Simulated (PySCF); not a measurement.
**Radial density of Al²⁺ (aluminium, charge +2)**

M06, [Ne] 3p1, 2P determinant (an excited configuration). Computed with PySCF 2.14 in aug-cc-pCVTZ-DK, with the spin-free X2C one-electron Hamiltonian (Gaussian nucleus).

```
r (bohr)  4πr²ρ (e/bohr)  4πr²(ρα − ρβ)
 0.00168         0.05548         0.0000
 0.00283          0.1462         0.0000
 0.00475          0.3809         0.0000
 0.00800          0.9656         0.0000
  0.0135           2.325        -0.0001
  0.0226           5.111        -0.0001
  0.0381           9.617         0.0003
  0.0640           13.95         0.0025
   0.108           13.49         0.0125
   0.181           9.038         0.0429
   0.305           10.35         0.0871
   0.512           12.28         0.0520
   0.862           5.310        -0.0038
    1.45          0.7615         0.2502
    2.44          0.4540         0.4492
    4.10         0.09253         0.0925
    6.90        0.001734         0.0017
```

Densities and radii are taken from the X2C orbitals without a picture-change correction, which distorts them close to the nucleus.

Task: Where is the radial spin density 4πr²(ρα − ρβ) most negative, and why is it negative at all?

Result: Around r = 0.862 bohr, down to -0.0038 e/bohr: exchange with the open shell polarises the paired shells in an unrestricted calculation.
